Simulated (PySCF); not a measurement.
# Continuum solvent and chemical shifts

Numbering as in the mapped SMILES `[CH:1]#[C:2][c:3]1[cH:4][c:5]([F:6])[cH:7][c:8]([C:9](=[O:10])[OH:11])[cH:12]1`; H(Xn) means a hydrogen on atom n.

GIAO PBE0/pcSseg-1 in PySCF 2.14 on one PBE0-D3(BJ)/def2-SVP conformer, non-relativistic, equivalent nuclei averaged. Solvents enter as an IEF-PCM continuum (benzene with ε = 2.3, water with ε = 78.4) around the gas-phase geometry. Shifts are referred to TMS, CFCl3 computed in the same medium.

In benzene, δ in ppm: C5 170.1, C9 169.0, C12 137.3, C8 134.8, C4 132.0, C3 129.2, C7 125.1, C1 90.2, C2 85.8, F6 -112.5, H(C12) 8.24, H(C7) 8.11, H(C4) 7.64, H(O11) 6.50. Dipole moment 2.67 D.

Question: How does each δ change in the more polar medium?

Answer: 
```csv
atoms,environment,"Δδ, water"
C5,aromatic carbon bearing fluorine,+0.6
C9,carboxylic acid carbon,+1.7
C12,aromatic CH,+1.0
C8,substituted aromatic carbon,+0.6
C4,aromatic CH,+1.4
C3,substituted aromatic carbon,+0.3
C7,aromatic CH,+0.6
C1,terminal alkyne carbon,+1.6
C2,alkyne carbon,+0.5
F6,aryl fluorine,-0.3
H(C12),hydrogen on an aromatic CH,+0.09
H(C7),hydrogen on an aromatic CH,+0.02
H(C4),hydrogen on an aromatic CH,+0.18
H(O11),hydrogen on an acid hydroxyl oxygen,+0.58
```

Changes are relative to benzene. The dipole moment becomes 2.98 D in water.

Question: Which nuclei move most (in ppm), and what does the model miss?

Answer: C9 (carboxylic acid carbon, +1.7 ppm) in water. A continuum only polarises the solute; specific hydrogen bonds, the anisotropy of aromatic solvents and changes of geometry or conformer are outside it.
